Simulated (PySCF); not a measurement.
Species: C3GaN3.
Geometry (PBE0-D3(BJ)/def2-SVP, Å), atoms numbered from 1 in this order:
```xyz
7
C3GaN3 angstrom
N      0.141    2.703    1.450
C      0.088    1.681    0.903
Ga    -0.002    0.000   -0.002
C     -1.696   -0.754   -0.461
N     -2.724   -1.214   -0.743
C      1.608   -0.927   -0.449
N      2.588   -1.484   -0.724
```

Level of theory: EOM-IP-CCSD/aug-cc-pVDZ in PySCF, restricted Hartree–Fock reference, frozen core, non-relativistic, gas phase, PBE0-D3(BJ)/def2-SVP geometry.

Hartree–Fock orbital energies give these Koopmans values (eV): HOMO 13.88, HOMO-1/HOMO-2 13.91, HOMO-3/HOMO-4 14.05, HOMO-5 14.28.

What vertical ionisation energies does EOM-IP-CCSD give?

```tsv
leading hole (HF orbital)	Koopmans (eV)	EOM-IP-CCSD (eV)	change (eV)	one-hole share
HOMO	13.88	13.75	-0.13	0.95
HOMO-1/HOMO-2	13.91	13.86	-0.05	0.95
HOMO-3/HOMO-4	14.05	14.12	+0.07	0.94
HOMO-5	14.28	14.24	-0.04	0.95
```

Does the order of the lines follow the orbital energies?

Yes, no two lines change places. The corrections run from -0.13 to +0.07 eV, with a mean of -0.04 eV over the 4 lines; EOM-IP-CCSD lies above the Koopmans value for HOMO-3/HOMO-4.

At what kinetic energies would He I light (21.22 eV) eject these electrons?

7.47 eV (HOMO), 7.36 eV (HOMO-1/HOMO-2), 7.10 eV (HOMO-3/HOMO-4), 6.98 eV (HOMO-5).

What total energy has the lowest final state, and which wavelength reaches it?

E(CCSD) + ionisation energy = -2201.15434 + 0.50519 = -2200.64915 Eh, at the geometry of the initial state. The threshold wavelength is 1239.84 eV nm/13.75 eV = 90.2 nm.

Lines less than 0.15 eV apart could change places at a higher level. One root was sought for each valence orbital with −ε under 21 eV, eight at most, so deeper holes and satellites are missing; no vibrational structure.

The run took 5.3 min wall on Intel Xeon 6975P-C, one thread, shared host, and the process peaked at 3.1 GiB of memory.
